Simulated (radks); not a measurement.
Question: The mean radii <r> (bohr) of the occupied orbitals of an atom or ion are listed with their occupations. All-electron calculation, Dirac Kohn-Sham, PBE, spin-unpolarised, spherical densities, point nucleus. Program: a radial shooting solver on a logarithmic mesh with Libxc functionals.

orbital      occ.      <r>
1s1/2           2  0.03609
2s1/2           2   0.1577
2p1/2           2   0.1346
2p3/2           4   0.1391
3s1/2           2   0.4430
3p1/2           2   0.4385
3p3/2           4   0.4490
3d3/2           4   0.4308
3d5/2           6   0.4343
4s1/2           2    1.148
4p1/2           2    1.257
4p3/2           4    1.285
4d3/2         0.8    1.753
4d5/2         1.2    1.766
5p1/2    0.333333    3.460
5p3/2    0.666667    3.521

Name the element and its charge. Open shells, if any, are shared by 2j + 1.

Answer: Z = 41, niobium, charge +2: Nb2+ in [Kr] 4d2 5p1. The 1s radius gives Z: for a bare nucleus <r> = (2 gamma + 1)/(2Z) with gamma = sqrt(1 - (Z/c)^2), 0.03547 bohr for Z = 41, and screening makes it slightly larger (0.03609 here). The occupations add up to 39, and the charge is Z minus that.
